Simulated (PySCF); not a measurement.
Sb(OH)2(TeH) (H₃O₂SbTe), SMILES [OH][Sb]([OH])[TeH].

Geometry: PBE-D3(BJ)/def2-SVP. The structure was generated by enumeration; whether it is a known compound was not checked. The def2 effective core potentials stand for the cores of Sb, Te; spin–orbit coupling is left out. One conformer was computed; it need not be the lowest.

All values below come from TDDFT-PBE/def2-SVPD (PySCF).

Vertical excitations. Gas-phase values at a fixed geometry.

Computed UV-visible absorptions:
```csv
state,energy (eV),λ (nm),f,main pairs
S1,3.28,378,0.005,HOMO→LUMO 98 %
S2,3.77,329,0.003,HOMO→LUMO+1 97 %
S3,4.27,290,0.005,"HOMO→LUMO+2 77 %, HOMO−1→LUMO 20 %"
S4,4.53,274,0.028,HOMO→LUMO+3 97 %
S5,4.71,263,0.024,"HOMO−2→LUMO 48 %, HOMO−1→LUMO+1 22 %, HOMO−1→LUMO 17 %"
S6,4.83,257,0.007,"HOMO−2→LUMO 45 %, HOMO−1→LUMO+1 41 %"
S7,4.98,249,0.066,"HOMO−1→LUMO+1 31 %, HOMO−3→LUMO 20 %, HOMO−1→LUMO 18 %, HOMO−1→LUMO+2 13 %"
S8,5.28,235,0.004,"HOMO−3→LUMO 49 %, HOMO−1→LUMO+2 37 %"
S9,5.41,229,0.021,"HOMO−2→LUMO+1 39 %, HOMO−1→LUMO+3 32 %, HOMO−1→LUMO+2 14 %, HOMO−3→LUMO 8 %"
S10,5.43,228,0.005,"HOMO−2→LUMO+1 53 %, HOMO−1→LUMO+3 28 %, HOMO−1→LUMO+2 12 %"
T1,2.92,425,0,HOMO→LUMO 99 %
T2,3.60,345,0,HOMO→LUMO+1 85 %
T3,3.66,339,0,"HOMO−1→LUMO 83 %, HOMO→LUMO+1 14 %"
T4,4.02,308,0,HOMO→LUMO+2 98 %
```
Triplets are in the Tamm–Dancoff approximation, which puts them higher than full response would, so one can lie above its singlet here.
